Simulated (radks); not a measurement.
Results of a calculation; reference values are marked as such.
Task: Ionisation of neutral iridium, [Xe] 4f14 5d7 6s2, to Ir+, [Xe] 4f14 5d7 6s1, under several functionals. Scalar-relativistic Kohn-Sham, spin-polarised, spherical densities, finite nucleus; open shells are filled with parallel spins first (spin-orbit coupling, left out, can overturn this in heavy ions); a radial shooting solver on a logarithmic mesh with Libxc functionals. The NIST Atomic Spectra Database gives 8.967 eV (measured). Rank these functionals by the error of their Delta-SCF ionisation energy: exchange-only LDA; BLYP; B86b exchange with PBE correlation; SOGGA; XLYP; OLYP; HCTH/407; Wu-Cohen GGA; revPBE.

Result: From best to worst: HCTH/407 9.017 eV (+0.050); SOGGA 8.900 eV (-0.067); Wu-Cohen GGA 9.041 eV (+0.074); revPBE 8.891 eV (-0.076); B86b exchange with PBE correlation 9.058 eV (+0.091); BLYP 9.186 eV (+0.219); XLYP 9.220 eV (+0.253); OLYP 8.675 eV (-0.292); exchange-only LDA 8.059 eV (-0.908). Open shells are spherical and high-spin; term and fine-structure splittings are not resolved. Spin-orbit splitting is averaged out at the scalar-relativistic level.
